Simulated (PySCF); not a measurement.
Gas-phase reaction: SnI₄ + 4 F → SnF₄ + 2 I₂

Computed with PySCF (xtb for GFN2) and rigid-rotor harmonic-oscillator thermochemistry at 1 bar. † marks an energy on the PBE0/def2-TZVP geometry and frequencies; other levels use their own. MP2 freezes the core. Open shells (unrestricted): F (multiplicity 2, electronic degeneracy 6); the rest are closed-shell singlets. GFN2 has no spin-polarisation term. Spin-orbit splitting is ignored; it lowers the true energy and changes the entropy of F. B3LYP is the form with VWN-RPA correlation. I, Sn: scalar-relativistic def2 core potential, no spin-orbit coupling. MP2 isn't extrapolated to the basis-set limit; its ΔH°(298 K) is -1059.5 kJ in def2-SVP and -1149.8 kJ in def2-TZVPP. The harmonic model lacks anharmonicity and excited electronic states, which grow with temperature; levels with a mode under 35 cm⁻¹ are left out. Soft modes under 120 cm⁻¹ make the harmonic entropy rough for SnI₄.

```json
[
 {"level": "B3LYP/def2-TZVP†", "ΔE electronic, kJ": "-1140", "ΔH°(298 K), kJ": "-1135", "ΔS°(298 K), J/K": "-245", "ΔG°(1400 K), kJ": "-773"},
 {"level": "GFN2-xTB", "ΔE electronic, kJ": "-899", "ΔH°(298 K), kJ": "-899", "ΔS°(298 K), J/K": "-215", "ΔG°(1400 K), kJ": "-585"},
 {"level": "MP2/def2-TZVPP†", "ΔE electronic, kJ": "-1155", "ΔH°(298 K), kJ": "-1150", "ΔS°(298 K), J/K": "-245", "ΔG°(1400 K), kJ": "-788"},
 {"level": "PBE0/def2-QZVP†", "ΔE electronic, kJ": "-1116", "ΔH°(298 K), kJ": "-1111", "ΔS°(298 K), J/K": "-245", "ΔG°(1400 K), kJ": "-749"},
 {"level": "PBE0/def2-SVP†", "ΔE electronic, kJ": "-1017", "ΔH°(298 K), kJ": "-1011", "ΔS°(298 K), J/K": "-245", "ΔG°(1400 K), kJ": "-649"},
 {"level": "PBE0/def2-TZVP", "ΔE electronic, kJ": "-1097", "ΔH°(298 K), kJ": "-1091", "ΔS°(298 K), J/K": "-245", "ΔG°(1400 K), kJ": "-729"}
]
```
ΔH° is lowest at MP2/def2-TZVPP† and highest at GFN2-xTB. No reference value is set beside these.
